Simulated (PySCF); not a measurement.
## Telling isomers of C$_{8}$H$_{9}$NO apart by NMR

How the numbers were obtained: GFN2-xTB geometry, GIAO PBE0/pcSseg-1 shieldings, in PySCF 2.14 (non-relativistic Hamiltonian, one computed conformer, isolated molecule, averaged over atoms made equivalent by symmetry, fast rotation or ring inversion).

Chemical shifts δ = σref − σ; ¹H (σ = 31.72 ppm) and ¹³C (σ = 186.93 ppm) against TMS, all at this level. Where no couplings were computed, multiplicities follow the n + 1 count of equivalent neighbours, and m marks all less simple cases (inequivalent or close neighbours, rings, F or P nearby). Shifts are as computed. Against solution values, carbons near 30 ppm lie about +3 ppm off and those near 130 ppm about +5 ppm. Of 1211 compounds with measured shifts, 218 miss one by over three times the rms of a fit or turn the order of signals round; such compounds aren't used in these exercises.

(1) Tabulate the signals of `C=C(C)c1cc[n+]([O-])cc1`, `C=C/C=C(\OC)C(=C)C#N` and their relative energies.

(2) What is the quickest way to tell C=C(C)c1cc[n+]([O-])cc1 from C=C/C=C(\OC)C(=C)C#N?

Results:

(1) 
| SMILES | carbon types | δC | δH | E rel. (kcal/mol) |
| --- | --- | --- | --- | --- |
| C=C(C)c1cc[n+]([O-])cc1 | 2×C 4×CH 1×CH2 1×CH3 | 149.0, 143.6, 138.0, 128.9, 119.4, 24.0 | 8.24 (d, 2H), 7.38 (d, 2H), 5.64 (br s, 1H), 5.47 (br s, 1H), 2.18 (s, 3H) | 0.0 |
| C=C/C=C(\OC)C(=C)C#N | 3×C 2×CH 2×CH2 1×CH3 | 160.9, 138.4, 135.9, 133.7, 129.3, 124.5, 122.3, 60.0 | 7.22 (m, 1H), 6.75 (d, 1H), 6.29 (m, 1H), 6.27 (m, 1H), 5.84 (m, 1H), 5.74 (m, 1H), 3.69 (s, 3H) | 11.0 |

Energies are electronic energies at PBE0/pcSseg-1 on these geometries, without zero-point or thermal terms, each for the one conformer computed, which needn't be the lowest.

(2) Count the carbon signals: 6 against 8. The first has an allylic methyl carbon (CH3) at 24.0 ppm, the second a methyl carbon bonded to O (CH3) at 60.0 ppm. Their most deshielded carbons lie at 149.0 and 160.9 ppm. In the proton spectra the most deshielded non-exchanging signals are 8.24 (d, 2H) and 7.22 (m, 1H).
